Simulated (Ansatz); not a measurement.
**Worked example: C2H3Cl2Si → SiHCl2 + C2H2**

Species: C2H3Cl2Si `[H]/[C]=C\[SiH](Cl)Cl`, doublet; SiHCl2 `Cl[SiH]Cl`, doublet; C2H2 (acetylene) `C#C`, singlet. 

Shapes, held fixed at every level: PBE0-D4/def2-TZVP. Flexible molecules stand in one conformer, not always the lowest. Programs: Ansatz 0.2.0. Electronic energies: no zero-point or thermal term.

At B2PLYP/def2-TZVPP; 1 Eh = 2625.50 kJ/mol:

| species | energy (Eh) |
| --- | --- |
| C2H3Cl2Si | -1287.534657 |
| SiHCl2 | -1210.200517 |
| C2H2 | -77.292867 |

Task: Work out ΔE of the reaction at this level.

Result: 
1. Products less reactants: (-1210.200517) + (-77.292867) − [(-1287.534657)] = 0.041273 Eh = +108.4 kJ/mol.

Other levels give +121.4 (B3LYP-D4/def2-TZVPP) to +138.1 kJ/mol (r2SCAN-D4/def2-TZVPP). No measured value is set beside it here. Spin contamination: C2H3Cl2Si (⟨S²⟩ up to 0.92). Open shells run unrestricted unless RO is named.
